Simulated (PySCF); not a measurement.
Telling isomers of C9H9FO apart by NMR

Calculated, not measured (PySCF): shieldings: GIAO PBE0/pcSseg-1, coordinates at the GFN2-xTB level. A single conformation, isolated molecule, relativity neglected, rapidly exchanging positions averaged.

Shifts are taken against calculated references (same method and geometry level): $^{1}$H (σ = 31.72 ppm), $^{13}$C (σ = 186.93 ppm) vs TMS. Splittings of carbon signals by F and P are missing where no couplings were computed. Where no couplings were computed, multiplicities follow the n + 1 count of equivalent neighbours, and m marks all less simple cases (inequivalent or close neighbours, rings, F or P nearby). Shifts are as computed. Against solution values, carbons near 30 ppm lie about +3 ppm off and those near 130 ppm about +5 ppm. Of 1211 compounds with measured shifts, 218 miss one by over three times the rms of a fit or turn the order of signals round; such compounds aren't used in these exercises. OH and NH positions are gas-phase values without hydrogen bonding to other molecules.

(1) Tabulate the signals of `CO[C@]1(F)Cc2ccccc21`, `Cc1cccc(C(=O)F)c1C`, `CC(=O)c1cccc(CF)c1`, `C=Cc1c(O)cccc1CF` and their relative energies.

(2) What is the quickest way to tell CC(=O)c1cccc(CF)c1 from C=Cc1c(O)cccc1CF?

(3) What is the quickest way to tell Cc1cccc(C(=O)F)c1C from CC(=O)c1cccc(CF)c1?

(4) What is the quickest way to tell Cc1cccc(C(=O)F)c1C from C=Cc1c(O)cccc1CF?

Answers

(1) 
```json
{"SMILES": "CO[C@]1(F)Cc2ccccc21", "carbon types": "3×C 4×CH 1×CH2 1×CH3", "δC": "150.6, 147.9, 136.1, 132.1, 128.8, 127.4, 118.9, 54.7, 49.5", "δH": "7.73 (m, 1H), 7.63 (m, 1H), 7.59 (m, 1H), 7.59 (m, 1H), 3.86 (s, 3H), 3.80 (m, 1H), 3.65 (m, 1H)", "E rel. (kcal/mol)": "42.9"}
{"SMILES": "Cc1cccc(C(=O)F)c1C", "carbon types": "4×C 3×CH 2×CH3", "δC": "165.4, 152.4, 143.2, 142.5, 139.2, 131.2, 126.5, 24.2, 21.0", "δH": "8.49 (m, 1H), 7.77 (d, 1H), 7.54 (m, 1H), 2.85 (s, 3H), 2.57 (s, 3H)", "E rel. (kcal/mol)": "0.0"}
{"SMILES": "CC(=O)c1cccc(CF)c1", "carbon types": "3×C 4×CH 1×CH2 1×CH3", "δC": "200.2, 145.5, 139.9, 134.2, 133.7, 132.8, 129.2, 86.7, 28.7", "δH": "8.35 (m, 1H), 8.06 (m, 1H), 7.97 (m, 1H), 7.83 (m, 1H), 6.03 (m, 2H), 2.67 (s, 3H)", "E rel. (kcal/mol)": "16.1"}
{"SMILES": "C=Cc1c(O)cccc1CF", "carbon types": "3×C 4×CH 2×CH2", "δC": "159.8, 142.5, 141.6, 135.7, 125.0, 121.9, 119.6, 118.9, 86.1", "δH": "7.64 (m, 1H), 7.39 (m, 1H), 7.26 (d, 1H), 6.75 (m, 1H), 6.12 (br s, 1H), 5.90 (m, 1H), 5.77 (m, 1H), 5.77 (m, 2H)", "E rel. (kcal/mol)": "33.9"}
```

Energies are electronic energies at PBE0/pcSseg-1 on these geometries, without zero-point or thermal terms, each for the one conformer computed, which needn't be the lowest.

(2) Both give the same number of carbon signals, but DEPT or the intensities differ. The first has a methyl carbon α to a carbonyl (CH3) at 28.7 ppm, the second a terminal =CH2 carbon at 125.0 ppm. Their most deshielded carbons lie at 200.2 and 159.8 ppm. In the proton spectra the most deshielded non-exchanging signals are 8.35 (m, 1H) and 7.64 (m, 1H).

(3) Both give the same number of carbon signals, but DEPT or the intensities differ. The first has a carbonyl carbon (C) at 165.4 ppm, the second an sp3 CH2 bonded to F, on an aromatic ring at 86.7 ppm. Their most deshielded carbons lie at 165.4 and 200.2 ppm.

(4) Both give the same number of carbon signals, but DEPT or the intensities differ. The first has a methyl carbon on an aromatic ring (CH3) at 24.2 ppm, the second a terminal =CH2 carbon at 125.0 ppm. Their most deshielded carbons lie at 165.4 and 159.8 ppm. In the proton spectra the most deshielded non-exchanging signals are 8.49 (m, 1H) and 7.64 (m, 1H).
